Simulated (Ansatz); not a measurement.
```xyz
4

F    -1.167   -2.025    0.642
Zn   -0.316   -0.517    0.404
S     0.727    1.335    0.146
H     0.755    1.206   -1.192
```

The species carries charge 0 and has multiplicity 1.

Problem. List the r2SCAN/def2-TZVPP orbital energies in eV (Ansatz 0.2.0). (An estimate is asked.)

Solution. Ansatz gave: Occupied: -9436.08, -2409.51, -1145.39, -1008.02, -1008.00, -1007.91, -664.83, -213.92, -157.99, -157.92, -157.80, -131.42, -87.24, -87.19, -87.06, -29.14, -19.04, -13.54, -13.21, -13.14, -13.03, -13.03, -10.64, -9.80, -8.89, -8.86, -8.55, -6.88. Lowest empty: -1.99, -0.95, -0.41, 0.07, 2.42, 3.23, 4.14, 4.36.
